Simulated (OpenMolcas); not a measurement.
Cr2+ with 6 ligands (chloride) in octahedral coordination (Oh). A charge of +0.667 e stands 2.6 Å behind each ligand. Ligand basis ANO-RCC-VDZP.

* Program: OpenMolcas 26.06
* Method: SS-CASPT2, IPEA 0.25 Eh, imaginary shift 0.1 Eh (closed shells correlated: 3s 3p and the ligand valence shells)
* Basis: ANO-RCC-VTZP [6s5p3d2f1g]
* Scalar Hamiltonian: DKH2, point nucleus
* Active space: 4 electrons in 5 orbitals (3d)
* State averaging: 2S+1 = 5 even, 5 roots; 2S+1 = 3 even, 45 roots; 2S+1 = 1 even, 50 roots
* Spin-orbit coupling: state interaction with AMFI integrals over the reference wave functions

All ligands move together. At R = 2.45 Å the first state of the same spin is 7280 cm-1, and at R = 2.67 Å it is 4100 cm-1.

A third run gives 5530 cm-1. What distance was it run at?

With a power law R^-n the two known points give n = -ln(4100 / 7280) / ln(2.67 / 2.45) = 6.68. Then R = 2.45 × (7280 / 5530)^(1/6.68) = 2.553 Å. The run was at 2.56 Å, so the estimate is off by -0.007 Å.

Roots that are degenerate in the reference are averaged as groups; the widest CASPT2 spread within a group is 270 cm-1 (the 3-fold group of multiplicity 1 near 23300 cm-1 above the lowest state of its run, R = 2.45). Shifts and gaps below about the spread of the groups concerned are not significant. Over all roots computed the reference weight is 0.65 to 0.67 in R = 2.45, 0.66 to 0.67 in R = 2.56, 0.66 to 0.68 in R = 2.67; a low but even weight reflects the number of correlated electrons. An orbital doublet at a regular site is open to a Jahn-Teller distortion, which this geometry leaves out. Ligand-to-metal charge-transfer states are missing. These CASPT2 states fit no ligand-field parameters well, so their order and spin gaps are uncertain. With no ligand orbital active B as a rule stays too high, so bands that hang on it stand too high and its fall with covalency is understated. With one d shell and no ligand orbital active, 10Dq can be off by tens of per cent for divalent 3d ions, low with halides held by bare charges and at times high in hosts. Free-ion shares, where given, are those of the reference states; single-state CASPT2 does not remix them. No measured value stands beside these numbers; the geometry was imposed, not optimised, and the real ion may take another.
